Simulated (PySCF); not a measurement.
## Excitation energy of C²⁺ by level of theory

C²⁺ [He] 2s2 (1S) → C²⁺ [He] 2s1 3d1 (3D), as a difference of total energies. Calculation: PySCF 2.14, in aug-cc-pVDZ-DK; scalar relativity by spin-free X2C-1e. Correlated levels: valence: 1s2 frozen. The calculations carry no spin-orbit coupling.

```
           method  excitation energy (cm⁻¹)
              UHF                    258830
              LDA                    258500
              PBE                    257880
             PBE0                    259900
           r2SCAN                    258060
            B3LYP                    260940
          wB97X-V                    263310
              M06                    257840
          r2SCAN0                    259950
    MP2 (valence)                    267100
SCS-MP2 (valence)                    269120
```

The promoted electron is Rydberg-like, and one or two diffuse shells describe it only roughly, which tends to raise the upper state.
